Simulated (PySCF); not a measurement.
Species: trimethoxysilane, C3H10O3Si.
SMILES: `CO[SiH](OC)OC`

The closed-shell SCF was solved with PySCF and density fitting under several settings on one GFN2-xTB geometry (grid level 2 and gas phase unless stated).

```tsv
settings	basis functions	SCF cycles	E (Eh)	HOMO (eV)	LUMO (eV)	dipole (D)
PBE0/pcSseg-1	176	13	-635.0376	-8.12	1.50	1.22
wB97X-D/def2-SVPD	233	12	-635.1533	-10.15	2.21	1.07
LC-wPBE/6-311+G(2d,p)	257	13	-635.4301	-10.98	1.68	1.11
OPBE/3-21G	87	14	-631.9077	-5.99	1.79	1.26
BHandHLYP/6-31G	87	11	-635.1909	-9.47	2.83	1.38
BHandHLYP/def2-SVPD	233	12	-635.0856	-9.75	1.08	1.09
```

Problem. Estimate the rows for these settings: (1) LC-wPBE/6-31G, fitting basis def2-universal-jkfit; (2) HF/pcSseg-1, fitting basis def2-universal-jkfit, damping 0.1 at the start, DIIS from the seventh cycle; (3) OPBE/6-311+G(2d,p).

Solution. 
| settings | basis functions | SCF cycles | E (Eh) | HOMO (eV) | LUMO (eV) | dipole (D) |
| --- | --- | --- | --- | --- | --- | --- |
| LC-wPBE/6-31G, fitting basis def2-universal-jkfit | 87 | 10 | -635.0839 | -10.68 | 4.28 | 1.38 |
| HF/pcSseg-1, fitting basis def2-universal-jkfit, damping 0.1 at the start, DIIS from the seventh cycle | 176 | 11 | -632.9911 | -12.06 | 4.33 | 1.31 |
| OPBE/6-311+G(2d,p) | 257 | 16 | -635.4842 | -6.58 | -0.30 | 1.02 |

Problem. Over all rows, what range does the HOMO–LUMO gap span?

Solution. From 6.28 eV (OPBE/6-311+G(2d,p)) to 16.39 eV (HF/pcSseg-1, fitting basis def2-universal-jkfit, damping 0.1 at the start, DIIS from the seventh cycle). The functional of the narrowest has no exact exchange, that of the widest 100 % exact exchange.

Problem. Compare two rows with the functional LC-wPBE: LC-wPBE/6-31G, fitting basis def2-universal-jkfit and LC-wPBE/6-311+G(2d,p). Which energy is lower, and by how much?

Solution. LC-wPBE/6-311+G(2d,p) (257 functions) lies 0.3462 Eh or 217 kcal/mol below LC-wPBE/6-31G, fitting basis def2-universal-jkfit (87 functions).

wB97X-D ran without the empirical dispersion term, which would shift the total energy alone. Cycle counts include a coarse-grid stage where the run had one. All basis functions are spherical, in the Pople sets too.

The values belong to the conformer `[CH3:1][O:2][SiH:3]([O:4][CH3:5])[O:6][CH3:7]`: C1–O2–Si3–O4 40°, O2–Si3–O4–C5 -176°, O2–Si3–O6–C7 -54°.
